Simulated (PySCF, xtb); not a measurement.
B(F)(NHMe)(OH) (CH₅BFNO), SMILES N(C)B(F)O.

xtb with GFN2-xTB at its own geometry gives an orbital gap of 7.10 eV and a dipole moment of 4.30 D.

The structure is a stationary point at r2SCAN-D4/def2-SVP. The structure was generated by enumeration, and PubChem lists no compound with its InChIKey, so it may never have been made. Other conformers were not sampled.

Problem. What does M06-2X/def2-TZVP run with PySCF give? (An estimate is asked for; the answer gives what the named calculation found.)

Solution. gap 9.91 eV (levels -8.89 and 1.03 eV), dipole 3.71 D.
